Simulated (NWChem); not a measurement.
Species: ethylmethylamine (C$_{3}$H$_{9}$N); SMILES CCNC

```xyz
13

C      0.1630     1.9004    -0.0256
C     -0.4991     0.5249     0.0170
N      0.4940    -0.5409    -0.0887
C     -0.0860    -1.8752    -0.0057
H      0.7518     2.0150    -0.9414
H     -0.5878     2.6974     0.0110
H      0.8372     2.0413     0.8293
H     -1.1221     0.4387     0.9305
H     -1.1878     0.4212    -0.8328
H      1.1782    -0.4266     0.6579
H      0.7119    -2.6252    -0.0259
H     -0.7260    -2.0481    -0.8797
H     -0.7034    -2.0511     0.8964
```
Atoms are numbered in this order, from 1.

Level: B3LYP/6-31G* (spherical d) (NWChem), optimised geometry, unscaled harmonic frequencies. B3LYP is NWChem's, with the RPA form of VWN correlation.

Problem. List the harmonic frequencies with IR intensities, and the thermochemistry.

Solution. 
```
frequency (cm⁻¹)  IR intensity (km/mol)
----------------  ---------------------
125                                 1.9
229                                 0.3
272                                 1.0
281                                 2.8
453                                 0.8
784                                95.0
827                                 1.2
904                                 7.7
1034                                6.8
1067                                6.7
1123                                3.3
1157                               31.3
1203                               20.1
1258                                1.7
1320                                5.6
1402                               13.1
1441                               10.0
1485                                0.5
1503                               13.6
1518                                6.3
1527                                7.7
1529                                4.6
1547                               10.2
1556                                0.5
2919                               79.4
2946                              123.6
3043                               10.3
3049                               42.3
3069                               45.4
3109                               44.8
3116                               36.0
3131                               30.8
3481                                2.0
```

The zero-point energy is 76.3 kcal/mol. The thermal correction to the enthalpy at 298.15 K (with zero-point energy) is 80.4 kcal/mol, the heat capacity Cv comes out as 18.6 cal/(mol K) and the entropy at 298.15 K and 1 atm (symmetry number 1) is 72.2 cal/(mol K). The dipole moment is 0.95 D.

Rigid rotor and harmonic oscillator.
